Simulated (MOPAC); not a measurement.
A run for MOPAC: PM6 on H8 chain, a point of a bond scan (R = 2.500 Å).

```
PM6 1SCF PRECISE CHARGE=0 THREADS=1
H8

H      0.00000000 1     0.00000000 1     0.00000000 1
H      0.00000000 1     0.00000000 1     2.50000000 1
H      0.00000000 1     0.00000000 1     5.00000000 1
H      0.00000000 1     0.00000000 1     7.50000000 1
H      0.00000000 1     0.00000000 1    10.00000000 1
H      0.00000000 1     0.00000000 1    12.50000000 1
H      0.00000000 1     0.00000000 1    15.00000000 1
H      0.00000000 1     0.00000000 1    17.50000000 1
```

Output:

```
*******************************************************************************
 **                                                                           **
 **                              MOPAC v23.2.5                                **
 **                                                                           **
 *******************************************************************************
 ** MOPAC's Digital Object Identifier: https://doi.org/10.5281/zenodo.6511958 **
 **                                                                           **
 ** Please cite the open-source release paper for use of this MOPAC version:  **
 ** J. E. Moussa and J. J. P. Stewart (2026)                                  **
 ** MOPAC: An open-source semiempirical molecular orbital program             **
 ** J. Open Source Softw., 11(119), 8025, https://doi.org/10.21105/joss.08025 **
 *******************************************************************************

                              PM6 CALCULATION RESULTS

 *******************************************************************************
 *  PM6        - The PM6 Hamiltonian to be used
 *
 *
 *
 *                 CHARGE ON SYSTEM = 0
 *
 *
 *
 *  PRECISE    - TIGHTER CRITERIA TO BE USED
 *  1SCF       - DO 1 SCF AND THEN STOP
 *  THREADS=1  - MULTI-THREADING NOT USED
 *  T=         - A TIME OF 172800.0 SECONDS REQUESTED
 *  DUMP=N     - RESTART FILE WRITTEN EVERY 7200.0 SECONDS REQUESTED
 *******************************************************************************
PM6 1SCF PRECISE CHARGE=0 THREADS=1
 H8

   ATOM   CHEMICAL          X               Y               Z
  NUMBER   SYMBOL      (ANGSTROMS)     (ANGSTROMS)     (ANGSTROMS)

     1       H          0.00000000  *   0.00000000  *   0.00000000  *
     2       H          0.00000000  *   0.00000000  *   2.50000000  *
     3       H          0.00000000  *   0.00000000  *   5.00000000  *
     4       H          0.00000000  *   0.00000000  *   7.50000000  *
     5       H          0.00000000  *   0.00000000  *  10.00000000  *
     6       H          0.00000000  *   0.00000000  *  12.50000000  *
     7       H          0.00000000  *   0.00000000  *  15.00000000  *
     8       H          0.00000000  *   0.00000000  *  17.50000000  *



          CARTESIAN COORDINATES

    NO.       ATOM           X           Y           Z

     1         H          0.0000      0.0000      0.0000
     2         H          0.0000      0.0000      2.5000
     3         H          0.0000      0.0000      5.0000
     4         H          0.0000      0.0000      7.5000
     5         H          0.0000      0.0000     10.0000
     6         H          0.0000      0.0000     12.5000
     7         H          0.0000      0.0000     15.0000
     8         H          0.0000      0.0000     17.5000

 General Reference for PM6:
 "Optimization of Parameters for Semiempirical Methods V: Modification of NDDO Approximations
 and Application to 70 Elements", J. J. P. Stewart, J. Mol. Mod., 13, 1173-1213 (2007)
 URL: https://link.springer.com/article/10.1007/s00894-007-0233-4

           Empirical Formula: H8  =     8 atoms



      MOLECULAR POINT GROUP   :   D*h


      RHF CALCULATION, NO. OF DOUBLY OCCUPIED LEVELS = 4


 -------------------------------------------------------------------------------
 PM6 1SCF PRECISE CHARGE=0 THREADS=1
 H8



     1SCF WAS SPECIFIED, SO BFGS WAS NOT USED
     SCF FIELD WAS ACHIEVED


                              PM6 CALCULATION
                                                       MOPAC v23.2.5 Linux




          FINAL HEAT OF FORMATION =        760.24315 KCAL/MOL =    3180.85733 KJ/MOL


          COSMO AREA              =        152.27 SQUARE ANGSTROMS
          COSMO VOLUME            =         85.36 CUBIC ANGSTROMS

          IONIZATION POTENTIAL    =          6.522433 EV
          HOMO LUMO ENERGIES (EV) =         -6.522 -1.513
          NO. OF FILLED LEVELS    =          4
          MOLECULAR WEIGHT        =          8.0632         POINT GROUP:  D*h

          MOLECULAR DIMENSIONS (Angstroms)

            Atom       Atom       Distance
            H     8    H     1    17.50000
            H     8    H     1     0.00000
            H     1    H     2     0.00000


          SCF CALCULATIONS        =          1





   ATOM   CHEMICAL          X               Y               Z
  NUMBER   SYMBOL      (ANGSTROMS)     (ANGSTROMS)     (ANGSTROMS)

     1       H          0.00000000  *   0.00000000  *   0.00000000  *
     2       H          0.00000000  *   0.00000000  *   2.50000000  *
     3       H          0.00000000  *   0.00000000  *   5.00000000  *
     4       H          0.00000000  *   0.00000000  *   7.50000000  *
     5       H          0.00000000  *   0.00000000  *  10.00000000  *
     6       H          0.00000000  *   0.00000000  *  12.50000000  *
     7       H          0.00000000  *   0.00000000  *  15.00000000  *
     8       H          0.00000000  *   0.00000000  *  17.50000000  *

                             CARTESIAN COORDINATES

   1    H        0.000000000     0.000000000     0.000000000
   2    H        0.000000000     0.000000000     2.500000000
   3    H        0.000000000     0.000000000     5.000000000
   4    H        0.000000000     0.000000000     7.500000000
   5    H        0.000000000     0.000000000    10.000000000
   6    H        0.000000000     0.000000000    12.500000000
   7    H        0.000000000     0.000000000    15.000000000
   8    H        0.000000000     0.000000000    17.500000000


           Empirical Formula: H8  =     8 atoms



      MOLECULAR POINT GROUP   :   D*h


                  EIGENVALUES
  -7.62019  -7.33392  -6.92455  -6.52243  -1.51293  -1.11687  -0.71536  -0.43569


              NET ATOMIC CHARGES AND DIPOLE CONTRIBUTIONS

  ATOM NO.   TYPE          CHARGE      No. of ELECS.   s-Pop
    1          H          -0.000107        1.0001     1.00011
    2          H           0.000101        0.9999     0.99990
    3          H          -0.000010        1.0000     1.00001
    4          H           0.000017        1.0000     0.99998
    5          H           0.000017        1.0000     0.99998
    6          H          -0.000010        1.0000     1.00001
    7          H           0.000101        0.9999     0.99990
    8          H          -0.000107        1.0001     1.00011
 DIPOLE           X         Y         Z       TOTAL
 POINT-CHG.     0.000     0.000     0.000     0.000
 HYBRID         0.000     0.000     0.000     0.000
 SUM            0.000     0.000     0.000     0.000


          ATOMIC ORBITAL ELECTRON POPULATIONS

     Atom    s
    1  H   1.00011
    2  H   0.99990
    3  H   1.00001
    4  H   0.99998
    5  H   0.99998
    6  H   1.00001
    7  H   0.99990
    8  H   1.00011

 **********************
 *                    *
 * JOB ENDED NORMALLY *
 *                    *
 **********************




 == MOPAC DONE ==
```

The run finished.

Cost: very roughly 0.04 core-seconds.
